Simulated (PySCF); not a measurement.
Job file and geometry (Å, from GFN2-xTB) of an NMR shielding run on SMILES [SiH2](C#N)N[SiH2][N-][SiH3], [CH8N3Si3]-, PySCF 2.14.0, density-fitted response routines, GIAO PBE0/pcSseg-1 NMR shielding, non-relativistic, gas phase; density fitting, a coarse starting grid and PySCF grid level 2 are the driver's defaults:

```
$ OMP_NUM_THREADS=1 python probes_run.py task.json out

{"job": {"kind": "nmr", "xc": "PBE0", "basis": "pcSseg-1"}, "charge": -1, "multiplicity": 1}
N     -3.573999     2.355885     0.754624
C     -3.079883     1.357874     0.476473
Si    -2.352185    -0.315169     0.039160
N     -1.164443    -0.069503    -1.131348
Si     0.464168     0.625366    -0.808339
N      1.455121    -0.634204    -0.377851
Si     3.074604    -0.815366     0.008375
H     -2.061512    -0.904407     1.358742
H     -3.487182    -1.050457    -0.561517
H     -1.076620    -0.813095    -1.804958
H      0.691809     1.344777    -2.093898
H      0.132828     1.701452     0.158654
H      3.595348    -0.040395     1.173233
H      4.066251    -0.492452    -1.062130
H      3.311282    -2.242318     0.343213
```

Q: What does the program print?

A: 
```
coarse grid: 14104 points
cycle   1  E = -1074.8923448472  dE =  4.654e-01  |g| = 8.566e-01  |ddm| = 3.655e+00
cycle   2  E = -1074.2901217910  dE =  6.022e-01  |g| = 1.721e+00  |ddm| = 3.999e+00
cycle   3  E = -1075.0600304782  dE = -7.699e-01  |g| = 1.980e-01  |ddm| = 3.263e+00
cycle   4  E = -1075.0667145347  dE = -6.684e-03  |g| = 1.147e-01  |ddm| = 2.920e-01
cycle   5  E = -1075.0693395774  dE = -2.625e-03  |g| = 2.663e-02  |ddm| = 1.137e-01
cycle   6  E = -1075.0694926942  dE = -1.531e-04  |g| = 9.824e-03  |ddm| = 3.013e-02
cycle   7  E = -1075.0695091395  dE = -1.645e-05  |g| = 4.348e-03  |ddm| = 8.238e-03
cycle   8  E = -1075.0695134405  dE = -4.301e-06  |g| = 3.803e-04  |ddm| = 3.562e-03
final grid: 122944 points
cycle   9  E = -1075.1036244117  dE = -1.326e-05  |g| = 6.213e-03  |ddm| = 1.786e-02
cycle  10  E = -1075.1036104824  dE =  1.393e-05  |g| = 1.007e-02  |ddm| = 1.680e-02
cycle  11  E = -1075.1036325445  dE = -2.206e-05  |g| = 1.168e-03  |ddm| = 1.127e-02
cycle  12  E = -1075.1036328240  dE = -2.795e-07  |g| = 4.321e-04  |ddm| = 1.477e-03
cycle  13  E = -1075.1036328606  dE = -3.656e-08  |g| = 1.327e-04  |ddm| = 4.129e-04
cycle  14  E = -1075.1036328637  dE = -3.104e-09  |g| = 6.251e-05  |ddm| = 1.158e-04
cycle  15  E = -1075.1036328645  dE = -7.958e-10  |g| = 1.743e-05  |ddm| = 5.425e-05
converged SCF energy = -1075.1036328645

GIAO shielding tensors (ppm)
atom      isotropic    diamagn.    paramagn.     s11        s22        s33       span
  0 N      -72.292     339.814    -412.106   -271.714   -243.232    298.070    569.784
  1 C       55.885     260.904    -205.019    -62.404    -57.691    287.749    350.153
  2 Si     424.049     878.859    -454.811    373.052    397.705    501.390    128.339
  3 N      230.581     325.888     -95.307    179.567    252.231    259.945     80.379
  4 Si     410.907     880.334    -469.428    330.819    385.202    516.698    185.879
  5 N      215.308     326.459    -111.151    131.003    229.792    285.129    154.126
  6 Si     440.435     878.922    -438.488    388.305    389.425    543.573    155.268
  7 H       26.675      29.186      -2.511     22.909     25.542     31.575      8.666
  8 H       26.765      27.015      -0.249     23.646     24.949     31.700      8.054
  9 H       31.709      32.916      -1.207     25.154     28.963     41.009     15.856
 10 H       26.226      30.136      -3.909     22.082     24.775     31.822      9.740
 11 H       26.261      32.816      -6.555     22.086     25.460     31.237      9.151
 12 H       26.376      29.368      -2.992     22.974     24.112     32.043      9.069
 13 H       26.369      28.443      -2.074     23.045     23.925     32.137      9.092
 14 H       26.692      29.472      -2.780     23.211     24.548     32.316      9.105
```

Size and cost of the density-fitted run: 180 basis functions, 40 s wall time on 1 thread of an Arm Neoverse V1, shared host; peak memory 0.81 GiB.
